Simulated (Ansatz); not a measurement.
Mulliken charges of `F[SiH](F)S[SiH2]` radical from B3LYP/def2-TZVPP in Ansatz (PBE0-D4/def2-TZVP geometry).

```csv
atom,x (Å),y (Å),z (Å),charge (e)
F1,-0.108,1.910,-0.126,-0.299
Si2,-0.174,0.899,1.094,0.785
F3,1.284,0.876,1.714,-0.296
S4,-0.767,-1.015,0.454,-0.280
Si5,0.511,-1.223,-1.260,0.210
H6,-1.115,1.404,2.104,-0.067
H7,0.126,-0.275,-2.339,-0.022
H8,0.334,-2.633,-1.696,-0.032
```

Task: By hand: the dipole of these point charges (1 e Å = 4.8032 D).

Result: Σ q r = (-0.101, -0.101, -0.038) e Å, of length 0.148 e Å = 0.71 D.

Task: How does the dipole of the full density compare? (Estimate.)

Result: Ansatz gave: (-0.112, -0.119, -0.050) e Å, 0.82 D; the point charges give 0.87 times that, at 3° from its direction.

Point charges leave out the atoms' own dipoles, such as those of lone pairs, and Mulliken's split depends on the basis, so the close match here is no proof of good charges.

B3LYP here is the variant with VWN-RPA as its local correlation; programs differ in this.
